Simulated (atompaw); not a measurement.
**An all-electron radial function and its pseudo partner (Pb (Z = 82))**

Columns: radius, all-electron u(r) and pseudo u(r) of the 5p shell (level -86.76 eV) of lead in the configuration [Kr] 4d10 4f14 5s2 5p6 5d10 6s1.5 6p2.5; PBE, scalar-relativistic, PAW (atompaw) scheme, atompaw 4.2.0.5.

```csv
r (bohr),all-electron,pseudo
0.077,0.1002,0.0167
0.154,0.3697,0.0654
0.231,-0.2737,0.1428
0.308,-0.6483,0.2433
0.385,-0.5303,0.3597
0.462,-0.1384,0.4839
0.538,0.3037,0.6060
0.615,0.6871,0.7210
0.692,0.9611,0.8200
0.769,1.1242,0.8973
0.846,1.1938,0.9487
0.923,1.1928,0.9725
1.000,1.1431,0.9687
1.077,1.0633,0.9396
1.154,0.9674,0.8888
1.231,0.8654,0.8215
1.308,0.7640,0.7433
1.385,0.6675,0.6600
1.462,0.5783,0.5767
1.538,0.4986,0.4987
1.615,0.4267,0.4268
1.692,0.3635,0.3635
1.769,0.3085,0.3085
1.846,0.2609,0.2609
1.923,0.2200,0.2200
2.000,0.1851,0.1851
```

Task: How many radial nodes do the two functions have?

Result: The all-electron 5p function has n − l − 1 = 3 (the table is too coarse to show those close to the nucleus); the pseudo-wave has 0, since the states of the same l below it are removed with the core.

Task: At about which radius was the pseudo-wave matched?

Result: 1.70 bohr. The columns agree to 0.0005 from 1.54 bohr on; several derivatives are matched, so the curves merge somewhat inside the radius.

Task: Where does each function peak?

Result: Outermost all-electron maximum near 0.85 bohr, pseudo maximum near 0.92 bohr (to the table’s step).

Task: Is the pseudo-wave norm-conserving?

Result: No, it belongs to a PAW set: the norm inside the radius is not constrained, and the difference is carried by the augmentation charge.
